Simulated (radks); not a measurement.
The numbers below are computed, except where a source is named.
Ionisation of neutral thallium, [Hg] 6p1, to Tl+, [Hg], under several functionals. Scalar-relativistic Kohn-Sham, spin-polarised, spherical densities, finite nucleus; open shells are filled with parallel spins first (spin-orbit coupling, left out, can overturn this in heavy ions); a radial shooting solver on a logarithmic mesh with Libxc functionals.

functional,E(Tl) (hartree),Exc (hartree),IE (eV),-e(HOMO) (eV),<r> HOMO (bohr),IE error (eV)
exchange-only r2SCAN,-20238.0647,-373.8499,4.510,2.109,3.939,-1.598
MS2 meta-GGA,-20240.1794,-376.9752,5.289,2.619,3.779,-0.819
exchange-only LDA,-20221.2591,-358.7544,4.721,2.133,3.965,-1.388
r2SCAN,-20243.0545,-378.9090,5.206,2.672,3.720,-0.903
PBEsol,-20235.2295,-372.7911,5.317,2.630,3.763,-0.791
"LDA (Slater exchange, Perdew-Zunger correlation)",-20229.7526,-367.3400,5.525,2.765,3.742,-0.583
exchange-only B88,-20237.3427,-374.8226,4.786,2.195,3.997,-1.322
RPBE,-20241.2622,-378.8189,5.234,2.546,3.845,-0.874
exchange-only PBE,-20235.7635,-373.2411,4.839,2.211,4.049,-1.269
revPBE,-20241.1021,-378.6580,5.229,2.550,3.824,-0.880
OLYP,-20247.7461,-385.5582,5.025,2.304,3.859,-1.083

NIST Atomic Spectra Database: 6.108 eV (measured). Closest: LDA (Slater exchange, Perdew-Zunger correlation). The Delta-SCF values span 1.01 eV, the total energies 26.49 hartree. The highest occupied level is 6p. Open shells are spherical and high-spin; term and fine-structure splittings are not resolved. Spin-orbit splitting is averaged out at the scalar-relativistic level.
